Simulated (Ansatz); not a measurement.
CH$_{3}$Cl$_{3}$Si (SMILES C[Si](Cl)(Cl)Cl), singlet, geometry from GFN2-xTB. Base run: PBE/6-31G in Ansatz (a first-principles code).

Geometry (Å):
```xyz
8

C     -2.0854    -0.4300     0.0574
Si    -0.2257    -0.0465     0.0062
Cl     0.6804    -1.1950    -1.3906
Cl     0.0678     1.9007    -0.4555
Cl     0.6098    -0.4257     1.8088
H     -2.2663    -1.4693     0.3174
H     -2.5947     0.1866     0.7927
H     -2.5522    -0.2460    -0.9063
```
All else is at Ansatz's defaults.

Variants of this job, named by their change:

```
change                                      E (Eh)
-------------------------------------  -----------
base                                   -1709.19551
functional = PBE-QIDH                  -1708.77159
functional = B97M-V                    -1709.54392
functional = lc_wpbe                   -1709.45675
functional = B2PLYP                    -1709.21679
functional = pbe0                      -1709.34341
functional = BHLYP                     -1709.93292
functional = pbe; dispersion = d4      -1709.20601
functional = B2GP-PLYP                 -1708.97698
functional = wB97X-V                   -1709.69714
functional = blyp                      -1709.91577
functional = b3lyp; dispersion = d3bj  -1710.04099
functional = r2scan                    -1709.82886
```

Totals shift with the method and basis; they matter in differences.
